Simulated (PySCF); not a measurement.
FeO3, SMILES [O]=[Fe](=[O])=[O], multiplicity 1. The structure is a stationary point at r2SCAN-D4/def2-SVP. The spin state was assumed, not searched.

Computed equilibrium geometry at r2SCAN-D4/def2-SVP (PySCF confirms it by a frequency run) as bond lengths and angles, and its point group:
point group D3h.
Atoms: Fe1 O2 O3 O4. Bonds (Å): Fe1–O2 1.554, Fe1–O3 1.554, Fe1–O4 1.554. Bond angles (°): O2–Fe1–O3 120.0, O2–Fe1–O4 120.0, O3–Fe1–O4 120.0.
